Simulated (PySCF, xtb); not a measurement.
GaCl3, SMILES [Cl][Ga]([Cl])[Cl].

Harmonic wavenumbers (cm⁻¹) from GFN2-xTB in xtb 6.7.1 at its own minimum, in rising order: 104, 104, 124, 317, 397, 397.

**Question.** What does B3LYP-D3(BJ)/def2-SVP (PySCF) give at its own minimum? (The exact figures need the calculation; the answer reports its results.)

**Answer.** 125, 125, 135, 367, 464, 464. Paired by order, the mean absolute difference is 39 cm⁻¹ and the zero-point energies are 2.1 and 2.4 kcal/mol.
